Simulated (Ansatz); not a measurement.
`C[CH2][Ge][F]` + HBr → `[F][Ge][Br]` + ethane  (ligand exchange at a Ge–C bond)

Isolated molecules relaxed with PBE0-D4/def2-TZVP in Ansatz; ΔE leaves out vibrations. CCSD(T)/CBS is the MP2 limit (def2-TZVPP, def2-QZVPP) plus CCSD(T) − MP2 in def2-TZVPP, frozen cores. This one scheme is used for every species. DFT in def2-TZVPP. For Br, Ge outer-core shells are correlated without core-valence functions, which leaves a few kJ/mol of doubt a bond. Scalar relativity is left out up to krypton. Each species was taken in one conformer, which may not be the lowest.

```json
{"level": "PBE-D4", "ΔE (eV)": "-1.75"}
{"level": "PBE0-D4", "ΔE (eV)": "-1.73"}
{"level": "SCS-MP2/def2-QZVPP", "ΔE (eV)": "-1.67"}
{"level": "CCSD/CBS(def2)", "ΔE (eV)": "-1.64"}
```

Task: What does CCSD(T)/CBS give? (Best estimate.)

Result: Computed: -1.64 eV. The listed levels differ from it by -0.11, -0.09, -0.03, 0.00 eV.

Largest T1 diagnostic among the species: 0.013.

From BLYP to BHLYP (50 % exact exchange), in def2-TZVPP and without D4, ΔE moves by +0.04 eV. In def2-TZVPP, CCSD(T) changes the Hartree–Fock value by +0.22 eV (the triples alone add +0.00 eV) and MP2 by +0.17 eV.
